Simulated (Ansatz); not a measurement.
An input meant for Na4O2 (charge 0, singlet; atoms displaced at random, 0.03 Å in each coordinate).

```yaml
crystal:
  periodic: [false, false, false]
  atoms:
    - {symbol: Na, position_ang: [2.766121, -0.811865, 2.315857]}
    - {symbol: Na, position_ang: [-2.761673, 0.826525, -2.336482]}
    - {symbol: Na, position_ang: [0.004963, -1.292129, -0.458581]}
    - {symbol: Na, position_ang: [0.060557, 1.264773, 0.375580]}
    - {symbol: O, position_ang: [1.256624, -0.360899, 1.002794]}
    - {symbol: O, position_ang: [-1.209810, 0.377828, -1.090476]}
basis:
  gaussian: {orbitals: def2-mTZVP, fitting: {mean_field: def2-universal-jkfit}}
magnetization: {spin_polarized: true, initial_magnetization: 1}
hamiltonian: {xc: {name: wB97}, pseudopotentials: {relativity: scalar}}
scf: {omitted_lower_state_checks: [starts]}
output: {forces: true}
```

```sh
$ ansatz run in.yaml --threads 2 --pin off --events-out ev --progress --plain --max-ram 4352MiB
```

Task: Predict how Ansatz answers.

Result: The input was rejected before any iteration. The number of unpaired electrons doesn't fit the electron count.
```
Error: a molecule whose nuclei and cores have a total charge of 60 cannot have a net charge of 0 together with 1 unpaired electrons
```
